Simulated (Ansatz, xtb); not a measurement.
# Isomers of C5H5N3O in order of energy

7 gas-phase structures of C5H5N3O, from a drawn sample of its isomers (lower ones may exist). Each was relaxed with GFN2-xTB; where two conformers were screened, the lower at r2SCAN-D4/def2-SVP is listed:

A. `N#Cc1n[nH]cc1CO`, a singlet
B. `Nc1cnncc1C=O`, a singlet
C. `[H]/N=C(\C=O)c1cc[nH]n1`, a singlet
D. `Cc1nncc(C=O)n1`, a singlet
E. `C=Cc1ncnn1C=O`, a singlet
F. `c1nnc2c(n1)CCO2`, a singlet
G. `CCc1nc(C#N)no1`, a singlet

**Question.** Estimate their order in r2SCAN-D4/def2-SVP energy at these geometries, lowest first.

**Answer.** Calculated order at r2SCAN-D4/def2-SVP: E (0.0), B (1.0), C (7.7), A (10.7), F (14.6), D (18.5), G (22.5) kcal/mol.

Energies above the lowest of each column, in kcal/mol; the last columns are at B3LYP/def2-SVP geometries and were run for some of them only (a dash: not run or not comparable):

| structure | GFN2-xTB | HF/STO-3G | r2SCAN-D4/def2-SVP | B3LYP/def2-SVP | CCSD(T)/def2-SVP + ΔMP2/def2-TZVPP |
| --- | --- | --- | --- | --- | --- |
| E | 5.7 | 32.0 | 0.0 | 0.0 | 0.0 |
| B | 15.7 | 38.6 | 1.0 | 2.1 | 4.4 |
| C | 28.7 | 44.1 | 7.7 | 8.0 | 6.6 |
| A | 23.1 | 21.6 | 10.7 | 10.1 | – |
| F | 0.0 | 2.8 | 14.6 | 16.7 | – |
| D | 24.2 | 39.7 | 18.5 | – | – |
| G | 27.8 | 0.0 | 22.5 | – | – |

CCSD(T)/def2-SVP + ΔMP2/def2-TZVPP puts E lowest of those it was run on; GFN2-xTB picks F, HF/STO-3G picks G. Some further structures that were screened fall inside this span and aren't listed. Flexible structures stand in one conformer each, not always the lowest. Frequencies (GFN2-xTB) were run for B, C, E alone. The ΔMP2 step shifts differences by up to 3.3 kcal/mol, which makes them less sure. ΔMP2 is the change of the MP2 energy from the smaller to the larger basis.

Over these structures GFN2-xTB departs from r2SCAN-D4/def2-SVP by 7.6 kcal/mol on average once a common shift is removed. A GFN2-xTB relaxation took about 0.058 s and the r2SCAN-D4/def2-SVP energy about 1.8 s on a shared host (Ansatz 0.2.0, xtb 6.7.1).
